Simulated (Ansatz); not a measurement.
```yaml
crystal:
  periodic: [false, false, false]
  atoms:
    - {symbol: Mo, position_ang: [0.117717, -0.000278, 0.082589]}
    - {symbol: O, position_ang: [0.159264, -0.014549, 1.756014]}
    - {symbol: O, position_ang: [1.705418, 0.009846, -0.447863]}
    - {symbol: Br, position_ang: [-0.998249, 2.003917, -0.678259]}
    - {symbol: Br, position_ang: [-0.984160, -1.998926, -0.712481]}
basis:
  gaussian: {orbitals: def2-SVP}
hamiltonian: {xc: {name: RPBE}}
accuracy: high
output: {forces: true}
```

```sh
$ ansatz run in.yaml --threads 4 --pin off --events-out ev --progress --plain --max-ram 3916MiB
```

Shortened log:

```
Functional definition: RPBE
2408 factors; integrals over basis functions are off by at most 8.1e-9 eV
mean field evaluation 1: about -146006.5616 eV, gradient 8.8e1 eV
mean field evaluation 2: about -145650.5390 eV, gradient 3.2e2 eV
mean field evaluation 4: about -145979.0127 eV, gradient 1.3e2 eV
mean field evaluation 8: about -146021.1574 eV, gradient 2.5e0 eV
mean field evaluation 16: about -146021.1598 eV, gradient 9.6e-3 eV
mean field -146021.15980227 eV, -5366.1786460363 hartree, gradient 2.5e-8 eV, S^2 0.000000; 0 other end points of the search recorded, 0 dependent functions left out
reference -146021.15980727 eV, -5366.1786462202 hartree; 50, 50 occupied and 73, 73 virtual orbitals, 2408 factors
Total energy: -146021.15980727 eV, -5366.1786462202 hartree
Atom 0 at     0.117717    -0.000278     0.082589 Å, force    -0.866127     0.002386    -0.607586 eV/Å
Atom 1 at     0.159264    -0.014549     1.756014 Å, force     0.071967    -0.008408     1.030193 eV/Å
Atom 2 at     1.705418     0.009846    -0.447863 Å, force     0.993271     0.005916    -0.282941 eV/Å
Atom 3 at    -0.998249     2.003917    -0.678259 Å, force    -0.100189     0.212004    -0.067856 eV/Å
Atom 4 at    -0.984160    -1.998926    -0.712481 Å, force    -0.098922    -0.211898    -0.071811 eV/Å
Dipole moment:    -0.233687     0.000570    -0.163939 e Å
```

Run time 4.5 s (4 threads of AMD EPYC 7B13 on a shared host).

In the def2 sets Mo takes a core potential; there is no spin–orbit coupling. The restricted singlet is unstable towards broken spin symmetry in Hartree–Fock (as tested in another run); at RKS RPBE/def2-SVP this wasn't settled.
